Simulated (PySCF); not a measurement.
BeH2OSe, SMILES [OH][Be][SeH].

Geometry optimised at TPSSh-D3(BJ)/def2-TZVP. A frequency run showed that this geometry is not a minimum. One conformer was computed; it need not be the lowest.

The numbers are results of M06-2X/def2-TZVPD run with PySCF, not measurements.

Symmetry labels are those of the subgroup Cs that the program uses (full group Cs).

Q: List the valence orbital energies around the gap with their symmetry. (An estimate is asked for; the answer gives what the named calculation found.)

A: 
| orbital | symmetry | energy (eV) |
|---|---|---|
| HOMO−7 | A' | -30.23 |
| HOMO−6 | A' | -20.73 |
| HOMO−5 | A' | -17.18 |
| HOMO−4 | A' | -12.02 |
| HOMO−3 | A" | -11.63 |
| HOMO−2 | A' | -11.50 |
| HOMO−1 | A' | -9.81 |
| HOMO | A" | -8.09 |
| LUMO | A' | -0.34 |
| LUMO+1 | A' | 0.31 |
| LUMO+2 | A' | 0.45 |
| LUMO+3 | A" | 0.73 |
